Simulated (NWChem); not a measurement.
System: InSiH$_{5}$O$_{2}$; SMILES [SiH3][In]([OH])[OH]

The following NWChem deck was run.

```
start job
memory heap 200 mb stack 900 mb global 1100 mb
geometry units angstroms noautoz
  In     0.001102     0.296155     0.010348
  O     -1.684448     1.382674     0.003068
  H     -1.538204     2.335101    -0.005659
  O      1.684776     1.385519     0.003668
  H      1.537055     2.337740    -0.005831
  Si     0.001237    -2.254498     0.008976
  H      1.271422    -2.767506     0.601054
  H     -0.114032    -2.739489    -1.399393
  H     -1.159259    -2.764246     0.797182
end
basis spherical
  * library def2-svp
end
ecp
  In library def2-ecp
end
dft
  xc b3lyp
  grid xcoarse
  iterations 150
  mulliken
end
task dft gradient
```

Parts of the log:

```
             Northwest Computational Chemistry Package (NWChem) 7.3.0
             --------------------------------------------------------

 C1  symmetry detected

                             Geometry "geometry" -> ""
                             -------------------------

 Output coordinates in angstroms (scale by  1.889725989 to convert to a.u.)

  No.       Tag          Charge          X              Y              Z
 ---- ---------------- ---------- -------------- -------------- --------------
    1 In                  49.0000     0.00019727     0.27834604     0.00258111
    2 O                    8.0000    -1.68559123     1.36450279    -0.00341907
    3 H                    1.0000    -1.53955674     2.31696937    -0.01129276
    4 O                    8.0000     1.68363212     1.36808377    -0.00337371
    5 H                    1.0000     1.53570154     2.32028080    -0.01197097
    6 Si                  14.0000     0.00088924    -2.27230452    -0.00114089
    7 H                    1.0000     1.27128431    -2.78558010     0.59025412
    8 H                    1.0000    -0.11450703    -2.75602299    -1.40993704
    9 H                    1.0000    -1.15936483    -2.78303215     0.78678707

 Effective nuclear repulsion energy (a.u.)     468.3825505737

                                 NWChem DFT Module
                                 -----------------

 Summary of "ao basis" -> "ao basis" (spherical)
 ------------------------------------------------------------------------------
       Tag                 Description            Shells   Functions and Types
 ---------------- ------------------------------  ------  ---------------------
 In                         def2-svp                10       26   4s4p2d
 O                          def2-svp                 6       14   3s2p1d
 H                          def2-svp                 3        5   2s1p
 Si                         def2-svp                 8       18   4s3p1d

            General Information
            -------------------
          SCF calculation type: DFT
          Wavefunction type:  closed shell.
          No. of atoms     :     9
          No. of electrons :    56
           Alpha electrons :    28
            Beta electrons :    28
          Charge           :     0
          Spin multiplicity:     1
          Use of symmetry is: off; symmetry adaption is: off
          Maximum number of iterations: 150
          AO basis - number of functions:    97
                     number of shells:    45
          Convergence on energy requested:  1.00D-06
          Convergence on density requested:  1.00D-05
          Convergence on gradient requested:  5.00D-04

              XC Information
              --------------
                         B3LYP Method XC Potential
                     Hartree-Fock (Exact) Exchange  0.200
                        Slater Exchange Functional  0.800 local
                    Becke 1988 Exchange Functional  0.720 non-local
              Lee-Yang-Parr Correlation Functional  0.810
                  VWN I RPA Correlation Functional  0.190 local

             Grid Information
             ----------------
          Grid used for XC integration:  xcoarse
          Radial quadrature: Mura-Knowles
          Angular quadrature: Lebedev.
          Tag              B.-S. Rad. Rad. Pts. Rad. Cut. Ang. Pts.
          ---              ---------- --------- --------- ---------
          In                  1.55       84           9.0       194
          O                   0.60       21          12.0       194
          H                   0.35       21          13.0       194
          Si                  1.10       42          11.0       194
          Grid pruning is: on
          Number of quadrature shells:   273
          Spatial weights used:  Erf1

      Superposition of Atomic Density Guess
      -------------------------------------

 Sum of atomic energies:        -658.66754901

      Non-variational initial energy
      ------------------------------

 Total energy =    -630.414415
 1-e energy   =   -1429.935696
 2-e energy   =     555.506424
 HOMO         =      -0.338510
 LUMO         =      -0.038394

     ---------------------------------------------
      Total Density - Mulliken Population Analysis
     ---------------------------------------------

    Atom       Charge   Shell Charges
 -----------   ------   -------------------------------------------------------
    1 In  21    19.77   2.60 -0.60  0.75  0.37  3.23  2.76  0.46  0.13  9.71  0.37
    2 O    8     9.01   1.99  1.12  0.69  3.13  2.08  0.00
    3 H    1     0.67   0.54  0.07  0.06
    4 O    8     9.01   1.99  1.12  0.69  3.13  2.08  0.00
    5 H    1     0.67   0.54  0.07  0.06
    6 Si  14    13.73   2.00  1.99  1.01  0.31  5.94  1.09  1.32  0.08
    7 H    1     1.05   0.68  0.36  0.01
    8 H    1     1.04   0.68  0.35  0.01
    9 H    1     1.05   0.68  0.36  0.01

   convergence    iter        energy       DeltaE   RMS-Dens  Diis-err
 ---------------- ----- ----------------- --------- --------- ---------
 d= 0,ls=0.0,diis     1   -632.8082609429 -8.77D+02  2.49D-02  1.28D+00
 d= 0,ls=0.0,diis     2   -632.2020935169  6.06D-01  1.65D-02  6.69D+00
 d= 0,ls=0.0,diis     3   -632.9810485931 -7.79D-01  1.84D-03  2.16D-02
 d= 0,ls=0.0,diis     4   -632.9832241103 -2.18D-03  7.75D-04  2.76D-03
 d= 0,ls=0.0,diis     5   -632.9835952886 -3.71D-04  1.82D-04  3.00D-04
  Resetting Diis
 d= 0,ls=0.0,diis     6   -632.9836261703 -3.09D-05  5.87D-05  7.63D-05
 d= 0,ls=0.0,diis     7   -632.9836337288 -7.56D-06  3.49D-05  3.90D-06
 d= 0,ls=0.0,diis     8   -632.9836321257  1.60D-06  2.44D-05  1.95D-05
 d= 0,ls=0.0,diis     9   -632.9836341346 -2.01D-06  2.14D-06  4.55D-08
 d= 0,ls=0.0,diis    10   -632.9836341385 -3.82D-09  7.50D-07  1.19D-08

         Total DFT energy =     -632.983634138458
      One electron energy =    -1433.486616396065
           Coulomb energy =      613.313732118344
    Exchange-Corr. energy =      -56.825607166818
 Nuclear repulsion energy =      244.014857306082

 Numeric. integr. density =       56.004760237300

                       DFT Final Molecular Orbital Analysis
                       ------------------------------------

 Vector   26  Occ=2.000000D+00  E=-2.934879D-01
              MO Center=  4.1D-04, -6.9D-01,  1.4D-02, r^2= 4.4D+00
   Bfn.  Coefficient  Atom+Function         Bfn.  Coefficient  Atom+Function
  ----- ------------  ---------------      ----- ------------  ---------------
    12      0.347904  1 In py                73     -0.273833  6 Si py
    76     -0.242464  6 Si py                30      0.211380  2 O  px
    49     -0.211344  4 O  px                 3     -0.198950  1 In s
    33      0.150384  2 O  px                52     -0.150418  4 O  px
    70      0.150414  6 Si py                 1      0.127023  1 In s

 Vector   27  Occ=2.000000D+00  E=-2.837755D-01
              MO Center= -1.0D-03,  1.3D+00, -1.1D-03, r^2= 3.7D+00
   Bfn.  Coefficient  Atom+Function         Bfn.  Coefficient  Atom+Function
  ----- ------------  ---------------      ----- ------------  ---------------
    30      0.434942  2 O  px                49      0.434846  4 O  px
    33      0.317361  2 O  px                52      0.317329  4 O  px
    11     -0.191990  1 In px                17      0.166513  1 In d -2
    14      0.079982  1 In px                29     -0.067461  2 O  s
    48      0.067343  4 O  s                  8      0.064182  1 In px

 Vector   28  Occ=2.000000D+00  E=-2.756522D-01
              MO Center= -3.7D-03,  1.4D+00, -3.8D-03, r^2= 3.4D+00
   Bfn.  Coefficient  Atom+Function         Bfn.  Coefficient  Atom+Function
  ----- ------------  ---------------      ----- ------------  ---------------
    32      0.444631  2 O  pz                51     -0.443901  4 O  pz
    35      0.345952  2 O  pz                54     -0.345399  4 O  pz
    20     -0.121753  1 In d  1              25      0.059141  1 In d  1

 Vector   29  Occ=0.000000D+00  E=-5.135853D-02
              MO Center=  6.9D-03, -1.7D-01,  5.8D-02, r^2= 4.8D+00
   Bfn.  Coefficient  Atom+Function         Bfn.  Coefficient  Atom+Function
  ----- ------------  ---------------      ----- ------------  ---------------
    16      0.494046  1 In pz                13      0.486954  1 In pz
    89      0.363255  8 H  s                 77      0.355312  6 Si pz
    94     -0.214952  9 H  s                 32     -0.175284  2 O  pz
    51     -0.176018  4 O  pz                54     -0.168229  4 O  pz
    35     -0.166953  2 O  pz                84     -0.162938  7 H  s

[...]

                         DFT ENERGY GRADIENTS

    atom               coordinates                        gradient
                 x          y          z           x          y          z
   1 In      0.000373   0.525998   0.004878   -0.000006  -0.006951   0.000060
   2 O      -3.185306   2.578536  -0.006461   -0.003192   0.003672  -0.000043
   3 H      -2.909340   4.378437  -0.021340    0.000067  -0.001705   0.000006
   4 O       3.181603   2.585303  -0.006375    0.003189   0.003648  -0.000040
   5 H       2.902055   4.384695  -0.022622   -0.000065  -0.001673   0.000002
   6 Si      0.001680  -4.294033  -0.002156   -0.000010   0.001038   0.000098
   7 H       2.402379  -5.263983   1.115419   -0.001540   0.000663  -0.000751
   8 H      -0.216387  -5.208128  -2.664395    0.000157   0.000650   0.001642
   9 H      -2.190882  -5.259168   1.486812    0.001399   0.000657  -0.000974
```

Level: B3LYP/def2-SVP with def2 effective core potentials on In. Structure relaxed at the PBE0/def2-SVP level. B3LYP is NWChem's, with the RPA form of VWN correlation. def2 effective core potentials on In; no spin-orbit coupling.
